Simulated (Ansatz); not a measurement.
Born–Oppenheimer molecular dynamics of F4H4OSiTi (11 atoms, charge 0, multiplicity 1). It starts at the highest image of a converged band, a first-order saddle point between two minima.

Theory: Ansatz, RKS PBE/def2-SVP.

```yaml
ensemble: NVE (velocity Verlet)
time_step: 0.5 fs
steps_asked: 200
starting_velocities_drawn_for: 300 K
seed: 11020
```

First frame:

```xyz
11
Properties=species:S:1:pos:R:3
Ti -0.191 0.100 -0.115
F -0.378 0.667 1.880
F 1.243 -0.830 0.222
F 0.171 1.726 -0.627
F -0.748 -0.639 -1.611
O -1.939 -0.345 0.683
Si -3.351 -1.157 0.177
H -3.006 -2.565 -0.207
H -4.294 -1.151 1.344
H -3.954 -0.425 -0.984
H -1.380 0.186 1.646
```

(1) How far do the bonds stretch over the last three quarters of this one trajectory? (Pairs bonded in most of those frames.)

Answers

(1) 
| bond | mean (Å) | spread (Å) | shortest | longest |
| --- | --- | --- | --- | --- |
| Ti1–F2 | 1.836 | 0.084 | 1.71 | 2.04 |
| Ti1–F3 | 1.756 | 0.032 | 1.70 | 1.80 |
| Ti1–F4 | 1.756 | 0.016 | 1.73 | 1.78 |
| Ti1–F5 | 1.795 | 0.019 | 1.76 | 1.82 |
| Ti1–O6 | 2.213 | 0.142 | 2.02 | 2.46 |
| O6–Si7 | 1.731 | 0.026 | 1.70 | 1.77 |
| O6–H11 | 0.996 | 0.042 | 0.94 | 1.10 |
| Si7–H8 | 1.501 | 0.052 | 1.42 | 1.58 |
| Si7–H9 | 1.503 | 0.017 | 1.48 | 1.53 |
| Si7–H10 | 1.501 | 0.040 | 1.44 | 1.56 |

Mean temperature of the second half: 375 K. The conserved energy stayed within 0.14 meV per atom of its start (net change 0.11 meV per atom), so the integration is sound. A run of 0.1 ps of so small a system gives no equilibrium averages. The orbitals stay closed-shell, which can raise the energy where a bond breaks towards radicals; this wasn't checked here.

Run time: 7.6 min on 4 threads of Arm Neoverse V1 (shared host), peak memory 0.23 GiB.
